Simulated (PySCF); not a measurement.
Radial density of Si⁻ (silicon, charge -1)

M06-2X, [Ne] 3s2 3p3, high-spin 4S determinant. Calculation: PySCF 2.14, in dyall-av3z; the non-relativistic Hamiltonian (point nucleus).

```
r (bohr)  4πr²ρ (e/bohr)  4πr²(ρα − ρβ)
 0.00196         0.08102         0.0000
 0.00330          0.2209         0.0000
 0.00555          0.5867         0.0000
 0.00934           1.493         0.0000
  0.0157           3.536         0.0000
  0.0264           7.410         0.0003
  0.0444           12.71         0.0019
  0.0747           15.79         0.0108
   0.126           12.61         0.0451
   0.211           9.820         0.1263
   0.356           13.95         0.1635
   0.598           10.62         0.0219
    1.01           2.683         0.1290
    1.69           1.888         0.8454
    2.85           1.371         0.8252
    4.79          0.3703         0.3080
    8.05         0.03333         0.0322
    13.5       0.0007606         0.0008
```

The outer electron is barely bound at this level, so radii and moments hang on the diffuse functions.
